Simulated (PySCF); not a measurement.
How exact exchange moves a shielding

Molecule: `InChI=1S/BF3/c2-1(3)4`.

Bonds (- single, = double, # triple, : aromatic): F1-B2 1.310 Å, B2-F3 1.311 Å, B2-F4 1.311 Å.

GIAO shieldings (ppm, equivalent atoms averaged) in PySCF 2.14.0 with density-fitted response routines on the PBE0-D3(BJ)/def2-SVP geometry, basis pcSseg-2, gas phase, non-relativistic:

```tsv
functional	exact exchange (%)	σ(F1/F3/F4)	σ(B2)
BLYP	0	294.0	82.0
BP86	0	293.8	84.2
PBE	0	292.7	83.5
B3LYP	20	304.6	86.6
mPW1PW91	25	307.0	89.1
BHandHLYP	50	319.1	93.2
HF	100	341.3	104.2
```

Problem. Fit each shielding as a line in the percentage of exact exchange.

Solution. σ(F1/F3/F4) = 294.1 + 0.48 x (rms 0.9 ppm); σ(B2) = 83.2 + 0.21 x (rms 0.7 ppm). The functionals also differ in their semilocal parts, which the line can't hold; Hartree–Fock has no correlation at all.

Problem. What does the line predict for PBE0 (25 %), and what does the run give?

Solution. σ(F1/F3/F4): 306.1 predicted, 306.5 computed; σ(B2): 88.5 predicted, 89.1 computed ppm.
